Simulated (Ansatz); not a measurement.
Ideal-gas functions of `O[BH][SnH2][OH]` at 600 K and 1 bar, from an Ansatz frequency run at PBE0-D4/def2-TZVP.

Molar mass 166.56 g/mol, point group Cs (symmetry number 1), electronic degeneracy 1, moments of inertia 75.242, 195.873, 263.373 u Å². Harmonic wavenumbers (cm⁻¹, unscaled): 56, 86, 157, 258, 300, 487, 527, 593, 595, 628, 721, 873, 876, 974, 1174, 1351, 1917, 1925, 2568, 3831, 3891.

Use S(trans) = R[1.5 ln M + 2.5 ln T − 1.1517]; rotational temperatures θ = 24.2544 K / I; S(rot) = R[ln(√π/σ · √(T³/θAθBθC)) + 1.5]; for each mode x = 1.438777 ν̃/T, S = R[x/(eˣ − 1) − ln(1 − e⁻ˣ)] and H = RT x/(eˣ − 1); 1 cm⁻¹ = 0.0119627 kJ/mol; R = 8.31446 J/(mol·K).

Problem. By hand: the entropy, in J/(mol·K).

Solution. Translation 187.2. Rotation: θ = 0.3224, 0.1238, 0.0921 K, giving 120.3. Vibration, mode by mode: 25.01, 21.46, 16.49, 12.44, 11.23, 7.48, 6.90, 6.05, 6.03, 5.65, 4.73, 3.54, 3.52, 2.93, 2.00, 1.43, 0.47, 0.47, 0.13, 0.01, 0.01, in all 138.0. Electronic 0.0. Sum 445.5 J/(mol·K).

Problem. By hand: H − E and G − E in kJ/mol, counted from the electronic energy.

Solution. Zero-point energy ½ × 23788 × 0.0119627 = 142.3; thermal vibration 40.2; translation, rotation and pV give 4 RT = 20.0. H − E = 202.5 kJ/mol, and G − E = 202.5 − 600 × 445.5/1000 = -64.8 kJ/mol.

Vibration gives 31 % of the entropy, 46.5 J/(mol·K) of it from the modes under 150 cm⁻¹: soft modes count most, and the harmonic formula is weakest for them. The sum counts one conformer and one mirror image; others add a mixing term.
